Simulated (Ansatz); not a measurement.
Born–Oppenheimer molecular dynamics of C4H8O2Si (15 atoms, charge 0, multiplicity 1). It starts from a relaxed structure.

These are results of RKS LDA/STO-3G in Ansatz 0.2.0, not measurements.

```json
{
 "ensemble": "NVT, Langevin thermostat",
 "time step": "0.5 fs",
 "steps asked": "272",
 "set temperature": "700 K",
 "friction": "0.05 /fs",
 "seed": "530366"
}
```

First frame:

```xyz
15
Properties=species:S:1:pos:R:3
C 0.236 -2.088 -1.304
Si 1.322 -0.869 -0.410
C 0.310 0.619 0.152
O -0.746 0.146 1.064
C -1.514 1.268 1.491
C -1.304 2.538 1.126
O -1.118 3.711 0.795
H -0.203 -1.641 -2.206
H -0.587 -2.421 -0.657
H 0.808 -2.974 -1.609
H 1.933 -1.486 0.751
H 2.366 -0.373 -1.287
H -0.146 1.143 -0.721
H 0.955 1.367 0.667
H -2.334 1.010 2.178
```

How far do the bonds stretch over the last three quarters of this one trajectory? (Pairs bonded in most of those frames.)


| bond | mean (Å) | spread (Å) | shortest | longest |
| --- | --- | --- | --- | --- |
| C1–Si2 | 1.873 | 0.046 | 1.81 | 1.96 |
| C1–H8 | 1.103 | 0.038 | 1.01 | 1.19 |
| C1–H9 | 1.108 | 0.044 | 1.01 | 1.21 |
| C1–H10 | 1.103 | 0.032 | 1.03 | 1.18 |
| Si2–C3 | 1.859 | 0.033 | 1.76 | 1.92 |
| Si2–H11 | 1.455 | 0.055 | 1.35 | 1.58 |
| Si2–H12 | 1.459 | 0.057 | 1.36 | 1.57 |
| C3–O4 | 1.472 | 0.036 | 1.41 | 1.55 |
| C3–H13 | 1.121 | 0.040 | 1.04 | 1.21 |
| C3–H14 | 1.121 | 0.040 | 1.04 | 1.22 |
| O4–C5 | 1.438 | 0.041 | 1.37 | 1.53 |
| C5–C6 | 1.357 | 0.032 | 1.30 | 1.42 |
| C5–H15 | 1.106 | 0.024 | 1.05 | 1.16 |
| C6–O7 | 1.238 | 0.029 | 1.16 | 1.30 |

Mean temperature of the second half: 663 K. A run of 0.14 ps of so small a system gives no equilibrium averages. Limits of this set-up: minimal basis.

Time of the run: 12 min on 1 thread of Arm Neoverse V1 (shared host), peak memory 0.1 GiB.
